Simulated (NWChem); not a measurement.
C$_{2}$H$_{3}$BO; SMILES C#CBO

```xyz
7

B      0.5143    -0.6690     0.0000
C      0.0842     0.8011     0.0000
C     -0.2037     1.9840     0.0000
H     -0.4663     3.0270     0.0000
H      1.6922    -0.9580     0.0000
O     -0.4316    -1.6310     0.0000
H     -0.0568    -2.5174     0.0000
```
Atoms are numbered in this order, from 1.

All runs use the structure optimised with PBE0/def2-SVP.

Task: Give the principal values of the shielding tensors (ppm) of B1, C2, C3, O6 from PBE0/pcSseg-1, GIAO (NWChem), with their diamagnetic and paramagnetic parts as GIAO splits them.

Result: 
```tsv
atom	σ11	σ22	σ33	isotropic	diamagnetic	paramagnetic
B1	39.5	49.4	106.8	65.2	195.4	-130.2
C2	-10.9	-5.4	291.4	91.7	256.5	-164.8
C3	4.4	20.1	212.7	79.1	261.2	-182.1
O6	-83.0	148.9	315.5	127.1	389.2	-262.1
```
